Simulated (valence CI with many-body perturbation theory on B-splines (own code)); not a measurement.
## Run record, Zr25+

Calculated by valence CI with perturbative core correlation (CI+MBPT): five valence electrons over a frozen Dirac-Fock core [Ne], a basis of 11 s, 11 p, 10 d, 8 f, 5 g, 2 h functions for each j, with the one-electron correlation potential Σ1 (screened to all orders), the two-electron term Σ2, the three-electron term Σ3, Breit, model QED; selected single and double excitations, second order for the rest, scaled by the run's own slope (own B-spline code, finite nucleus).

Command, and the settings that its task file holds:

```sh
python run_cv.py task.json out
```

```
atom Zr  Z=40  mass_number=90  rms_radius_fm=4.2694
core [Ne]
valence 3s2 3p3
avg = 1
basis = M
breit = 1
cap = 32000
capref = 2000
cscale = 1
de = 0.0
dress = 0
eps = 2e-08
extrap = 1
h = 0.27
hh = 1
l2 = 3
lcore = 6
maxit = 60
n2 = 5
natural = 1
nlev = 150
nno = [5, 5, 5, 4, 2, 1]
nroot = 36
nsp = [6, 6, 5, 4, 3, 1]
pt2 = 1
qed = 1
rpa = 1
s1 = 1
s2 = 1
s3 = 1
screen = 1
tol = 2e-05
whole = 1
```

Task: Roughly how long does this run take on one core of Arm Neoverse V2, and how much memory?

Result: 4.1 min on 1 thread of Arm Neoverse V2 (shared host), peak memory 1.2 GiB.

Log. The first blocks belong to the next ion, which gives the ionisation energy. Fields: 2J, parity (1 odd), roots, reference size, generating configurations, candidates as configurations/state functions, variational space P, stored matrix elements, Davidson steps; e2 is the range of second-order energies in hartree. The first line gives the box (bohr), its intervals, the orbitals and the steps of their self-consistent field. Window is the range of levels sought, series limit the energy at which the first omitted orbital would enter, core excitation an estimate of the first excitation out of the core, left out the lowest levels not solved, and shifts from estimates the range by which levels moved from their first estimate, all in cm⁻¹.

```
rmax 7.2 intervals 61 orbitals 83 references ['3s2 3p3', '3s 3p4', '3s2 3p2 3d', '3p5', '3s 3p3 3d'] scf 5 t 1.0
2J=0 par=0 roots 2 ref 24 generators 8 cand 2265/3175 P 2285/3199 nnz 1.3e+06 it 5
2J=0 par=0 roots 2 ref 24 generators 14 cand 4251/6718 P 6536/9917 nnz 6.9e+06 it 5
   second order: generators 18 cand 25643/48881 e2 -0.00005 -0.00005
reference levels 1305, estimated 442, window 2232551 1/cm; series limit 8701027, core excitation 16919388
2J=3 par=1 roots 34 ref 153 generators 32 cand 783/3402 P 1439/6349 nnz 4.2e+06 it 8
2J=3 par=1 roots 34 ref 153 generators 48 cand 4171/25610 P 5610/31959 nnz 6.5e+07 it 9
   second order: generators 81 cand 153592/2464727 e2 -0.01359 -0.00521
2J=5 par=1 roots 32 ref 158 generators 30 cand 702/3627 P 1224/6302 nnz 4.6e+06 it 9
2J=5 par=1 roots 32 ref 158 generators 43 cand 3574/25685 P 4798/31987 nnz 7.1e+07 it 10
   second order: generators 74 cand 134506/2725569 e2 -0.02761 -0.00668
2J=1 par=1 roots 23 ref 94 generators 31 cand 1095/3840 P 1974/6394 nnz 3.7e+06 it 9
2J=1 par=1 roots 23 ref 94 generators 42 cand 6034/25414 P 8008/31808 nnz 5.3e+07 it 10
   second order: generators 70 cand 121600/1119822 e2 -0.01796 -0.00301
2J=5 par=0 roots 13 ref 149 generators 24 cand 610/1986 P 1398/7132 nnz 5.5e+06 it 11
2J=5 par=0 roots 13 ref 149 generators 35 cand 4110/24713 P 5508/31845 nnz 6.7e+07 it 14
   second order: generators 55 cand 99681/1949806 e2 -0.01810 -0.00468
2J=3 par=0 roots 16 ref 138 generators 26 cand 590/1921 P 1473/6812 nnz 4.9e+06 it 8
2J=3 par=0 roots 16 ref 138 generators 38 cand 4443/25146 P 5916/31958 nnz 6.5e+07 it 12
   second order: generators 61 cand 102093/1593235 e2 -0.01536 -0.00427
2J=1 par=0 roots 11 ref 87 generators 23 cand 1266/3302 P 2107/6386 nnz 3.6e+06 it 8
2J=1 par=0 roots 11 ref 87 generators 36 cand 6463/25568 P 8570/31954 nnz 5.6e+07 it 11
   second order: generators 52 cand 84181/699886 e2 -0.00954 -0.00150
2J=7 par=0 roots 9 ref 118 generators 19 cand 719/2577 P 1290/6397 nnz 4.9e+06 it 8
2J=7 par=0 roots 9 ref 118 generators 27 cand 4017/25599 P 5307/31996 nnz 6.8e+07 it 11
   second order: generators 48 cand 88850/1863501 e2 -0.01447 -0.00629
2J=9 par=0 roots 5 ref 80 generators 13 cand 1191/3875 P 1665/6447 nnz 4.4e+06 it 8
2J=9 par=0 roots 5 ref 80 generators 25 cand 3997/25405 P 5662/31852 nnz 6.9e+07 it 11
   second order: generators 37 cand 78099/1446235 e2 -0.01103 -0.00572
2J=7 par=1 roots 24 ref 131 generators 26 cand 747/3742 P 1261/6341 nnz 4.7e+06 it 8
...
2J=11 par=1 roots 4 ref 43 generators 20 cand 4305/25746 P 6369/32010 nnz 6.3e+07 it 8
   second order: generators 34 cand 86687/1809322 e2 -0.01197 -0.00625
2J=11 par=0 roots 1 ref 37 generators 4 cand 839/3953 P 1428/6487 nnz 4.5e+06 it 4
2J=11 par=0 roots 1 ref 37 generators 4 cand 3500/26006 P 4928/32493 nnz 7.9e+07 it 6
   second order: generators 9 cand 35360/760283 e2 -0.00344 -0.00344
2J=13 par=0 roots 1 ref 15 generators 4 cand 1139/3854 P 1990/6363 nnz 4.3e+06 it 4
2J=13 par=0 roots 1 ref 15 generators 6 cand 4048/26657 P 6038/33020 nnz 7.8e+07 it 4
   second order: generators 10 cand 36736/671074 e2 -0.00196 -0.00196
left out: unestimated 3191661, estimated 2356925, shifts from estimates -88 to 513
operators 0.8
```

The Davidson iterations converged.

No measured spectrum was set against this ion. As an estimate, levels of excited configurations hold to 0.05 to 0.15 % of their energy, terms of the ground configuration to about 0.5 %. Among the levels kept, up to 3700 cm⁻¹ of a level comes from second order outside the variational space, and about a tenth of that is noise between levels of different J, which matters for small intervals.

| Quantity | Value |
| --- | --- |
| Valence energy | -261.6652 hartree |
| Ionisation energy | 1266.6 eV (NIST: 1277 ± 5 eV (semi-empirical)) |
| Reference configurations for the orbitals | 3s2 3p3, 3s 3p4, 3s2 3p2 3d, 3p5, 3s 3p3 3d |
| Radial orbitals | 83 |
| Box radius | 7.248 bohr |
| Largest variational space | 33020 |
| Lowest levels | (3s^2 3p1/2^2 3p3/2) J=3/2 0, (3s^2 3p1/2 3p3/2^2) J=3/2 123200, (3s^2 3p1/2 3p3/2^2) J=5/2 162560, (3s^2 3p1/2 3p3/2^2) J=1/2 216150, (3s^2 3p3/2^3) J=3/2 334310, (3s 3p1/2^2 3p3/2^2) J=5/2 645070, (3s 3p1/2^2 3p3/2^2) J=3/2 [a] 720560, (3s 3p1/2^2 3p3/2^2) J=1/2 738040, (3s 3p1/2 3p3/2^3) J=3/2 800950, (3s 3p1/2 3p3/2^3) J=5/2 852620, (3s^2 3p1/2^2 3d3/2) J=3/2 854060, (3s^2 3p1/2^2 3d5/2) J=5/2 883590, (3s^2 3p1/2 3p3/2 3d3/2) J=3/2 [a] 902230, (3s^2 3p1/2 3p3/2 3d3/2) J=1/2 [a] 909850 cm⁻¹ |

Levels are named by their leading jj configuration (3d3/2^4 stands for four electrons in 3d with j = 3/2), which in mixed levels can hold well under half, so a name can repeat and another be missing. Letters in brackets count levels of one name in rising energy.
